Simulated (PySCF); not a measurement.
Compound: C6H12NP.
Cartesian coordinates in Å at the PBE0-D3(BJ)/def2-SVP level; atoms count from 1:
```
atom  x, y, z in Å
C1    -2.2133   -0.5673   -0.4078
C2    -1.0472    0.1996    0.2085
C3    -1.4068    1.6650    0.4305
P4     0.4489    0.0553   -0.9075
C5     0.8553   -1.7345   -0.7042
C6     1.7339    0.7525    0.2833
C7     3.0813    0.4616   -0.1644
N8     4.1422    0.1873   -0.5392
H9    -3.1096   -0.4752    0.2260
H10   -2.4679   -0.1674   -1.4030
H11   -1.9959   -1.6397   -0.5190
H12   -0.7892   -0.2626    1.1799
H13   -0.6151    2.2188    0.9575
H14   -1.5949    2.1753   -0.5281
H15   -2.3216    1.7489    1.0388
H16    0.7781   -2.0758    0.3411
H17    1.8820   -1.9069   -1.0613
H18    0.1826   -2.3380   -1.3306
H19    1.6035    1.8444    0.3388
H20    1.5937    0.3412    1.2980
```

Level: PBE0/pcSseg-1 in PySCF, non-relativistic, on one gas-phase PBE0-D3(BJ)/def2-SVP geometry that isn't relaxed in the solvent. The solvent is an IEF-PCM continuum (cavity from Bondi-type radii × 1.2). The model holds no explicit solvent molecules, cavitation or dispersion.

```csv
run,E − E(gas) (kJ/mol),HOMO (eV),HOMO–LUMO gap (eV),dipole (D)
gas,0.00,-7.04,7.37,4.83
P,-34.06,-6.89,7.24,6.30
Q,-34.98,-6.89,7.24,6.35
```

Question: The runs were made in acetonitrile and water. Which run belongs to which solvent?

Answer: P = acetonitrile, Q = water. The dielectric constants are 35.69 (acetonitrile), 78.36 (water), and the energy falls further as ε rises. In this model the ground state sees the solvent through ε alone.

Question: How constant is the ratio of the lowering to (ε − 1)/(2ε + 1)?

Answer: 
```csv
solvent,(ε − 1)/(2ε + 1),E − E(gas) (kJ/mol),ratio (kJ/mol),polarisation term (kJ/mol)
acetonitrile,0.479,-34.06,-71.1,-42.45
water,0.490,-34.98,-71.3,-43.89
```

The ratio changes by +0.4 % in size from acetonitrile to water. The polarisation term is half the interaction of the solute with the induced surface charges.
